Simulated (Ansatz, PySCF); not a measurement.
Gas-phase reaction (SMILES): NB(F)F + O (H2O) → OB(F)F + N (NH3); water cleaves one B-N bond, a model of a ligand-exchange step.

Structures are relaxed separately at B3LYP-D3(BJ)/def2-TZVP in Ansatz (a quantum-chemistry and plane-wave program), one conformer each, not searched for the lowest. Valence correlation only, unless marked. No spin-orbit coupling. Non-relativistic. Basis-set limits of correlation are two-point, X^-3; Hartree-Fock from the larger set. The bracket is a focal-point correction in the basis named. Thermal terms are rigid-rotor harmonic-oscillator values from B3LYP-D3(BJ) frequencies (Ansatz or PySCF) at 298.15 K and 1 atm. 1 Eh = 627.5095 kcal/mol.

```
species  E, RI-MP2/CBS(aug-cc-pVTZ,aug-cc-pVQZ)+[CCSD(T)-MP2]/aug-cc-pVTZ (Ansatz) (Eh)  E, PBE/def2-TZVPD (Ansatz) (Eh)  H - E (Eh)  G - E (Eh)
-------  ------------------------------------------------------------------------------  -------------------------------  ----------  ----------
NB(F)F                                                                       -280.45847                       -280.49360     0.04174     0.01090
O (H2O)                                                                       -76.37791                        -76.38111     0.02495     0.00353
OB(F)F                                                                       -300.33462                       -300.36907     0.02926    -0.00168
N (NH3)                                                                       -56.50756                        -56.51037     0.03799     0.01614
```

### Question
Work out ΔE and ΔH, ΔG, ΔS and the equilibrium constant at 298.15 K at the first level, then ΔH at the second.

### Answer

1. ΔE = [(-300.33462) + (-56.50756)] - [(-280.45847) + (-76.37791)] = -0.00580 Eh = -3.6 kcal/mol at RI-MP2/CBS(aug-cc-pVTZ,aug-cc-pVQZ)+[CCSD(T)-MP2]/aug-cc-pVTZ.
2. The terms H - E add up to 0.00056 Eh, so ΔH = (-0.00580 + (0.00056))×627.5095 = -3.3 kcal/mol.
3. The terms G - E add up to 0.00003 Eh, so ΔG = -3.6 kcal/mol, and ΔS = (0.00056 - (0.00003))×627509.5/298.15 = 1.1 cal/(mol K).
4. log10 K = -ΔG/(RT ln 10) = 2.6, with RT ln 10 = 1.3642 kcal/mol.
5. At PBE/def2-TZVPD the same steps give ΔE = -3.0 and ΔH = -2.6 kcal/mol, a shift of +0.7 from the first level.
6. These values are not checked against measurement here, since the tables used lack a sound gas-phase enthalpy of formation for at least one species.
